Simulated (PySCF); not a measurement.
Isomers of C5H11ClOSi2, one GFN2-xTB conformer each. Single-point energies are computed at PBE0/pcSseg-1 (PySCF, gas phase, no added dispersion term), electronic only.

**Question.** Rank them by PBE0/pcSseg-1 energy, lowest first (kJ/mol).
A. `[CH3:1][C:2](=[O:3])[CH2:4]/[CH:5]=[C:6](\[Cl:7])[SiH2:8][SiH3:9]` with C1–C2–C4–C5 166°, C2–C4–C5–C6 -106°, C5–C6–Si8–Si9 -110°
B. `[CH3:1]/[C:2]([SiH3:3])=[C:4](\[CH:5]=[O:6])[CH2:7][SiH2:8][Cl:9]` with C2–C4–C5–O6 -159°, C2–C4–C7–Si8 124°, C4–C7–Si8–Cl9 -33°
C. `[CH3:1][C:2]([CH3:3])=[C:4]([CH:5]=[O:6])[SiH2:7][SiH2:8][Cl:9]` with C2–C4–C5–O6 167°, C2–C4–Si7–Si8 -113°, C4–Si7–Si8–Cl9 25°
D. `[CH2:1]=[C:2]([CH3:3])[C@@H:4]1[CH2:5][SiH2:6][O:7][Si@@H:8]1[Cl:9]` with C1–C2–C4–C5 -130°, C2–C4–C5–Si6 -98°, C4–C5–Si6–O7 -20°, C5–Si6–O7–Si8 4°, Si6–O7–Si8–Cl9 130°

**Answer.** D (0.0), C (242.2), B (276.6), A (377.2).

As drawn, the lowest has an Si–O bond, which the highest lacks; the highest has a C=O bond and an Si–Si bond, which the lowest lacks. GFN2-xTB itself gives, in the same order: 0.0, 307.6, 295.3, 431.2. Both levels put the same isomer lowest; measured from each level's own lowest isomer, the values differ by up to 65.4 kJ/mol (CC(C)=C(C=O)[SiH2][SiH2]Cl: 307.6 against 242.2).

**Question.** Which frontier levels, dipoles and rotational constants go with these structures?

**Answer.** 
```
                         SMILES  HOMO (eV, PBE0/pcSseg-1)  LUMO (eV)  dipole (D)       A, B, C (MHz)
C=C(C)[C@@H]1C[SiH2]O[Si@@H]1Cl                     -7.03       0.23        2.48   1167, 1016, 680.7
     CC(C)=C(C=O)[SiH2][SiH2]Cl                     -7.48      -1.93        4.39  1299, 640.9, 617.2
   C/C([SiH3])=C(\C=O)C[SiH2]Cl                     -7.47      -2.27        3.66  1384, 655.6, 585.5
   CC(=O)C/C=C(\Cl)[SiH2][SiH3]                     -7.23      -0.58        2.24  1485, 475.1, 433.2
```
